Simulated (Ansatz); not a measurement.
Forces away from equilibrium

CH₄OTe (SMILES OC[TeH]), closed shell, displaced at random from a GFN2-xTB minimum.

```xyz
7
angstrom
O -1.2640 -0.1148 -0.5136
C -0.2916 0.4975 0.1866
Te 1.7566 0.1706 -0.6307
H -1.1778 -1.0751 -0.2901
H -0.2160 0.3253 1.2158
H -0.4686 1.6195 0.0613
H 1.8588 -1.2799 0.1094
```

Program: Ansatz 0.2.0. Basis: def2-TZVPP. Cores are frozen in the correlated methods. Filled d shells of the heavier atoms are correlated. Core potentials replace the inner electrons of the atoms past krypton. The def2 sets are not built for correlating such inner shells, so the correlated values are less sure here.

CCSD(T) forces from the calculation:
```csv
atom,Fx,Fy,Fz (eV/Å)
O1,-1.159,-2.716,-0.068
C2,1.485,3.611,-1.297
Te3,-0.387,0.390,0.061
H4,-0.420,1.116,-0.594
H5,-0.064,-0.702,1.577
H6,0.496,-1.388,0.143
H7,0.050,-0.310,0.178
```

Problem. Which atom feels the largest CCSD(T) force, and how large is it?

Solution. C2, 4.11 eV/Å, along (0.36, 0.88, -0.32).

Root-mean-square difference of the force components from those of CCSD(T): PBE0-D4 0.205; wB97M-V 0.084; r2SCAN-D4 0.177; PBE-D4 0.283; CAM-B3LYP-D4 0.140; wB97X-V 0.098 eV/Å.

No T1 diagnostic of these runs exceeds 0.012. These are differences at one structure, and CCSD(T) in triple zeta is itself an approximation.

For scale, one of the runs: CCSD(T)/def2-TZVPP forces, 168 basis functions (an equivalent command: `ansatz run in.yaml --threads 4`). The run took 3.8 min on 4 CPU threads (shared host), with 3 GiB of host memory at its peak.
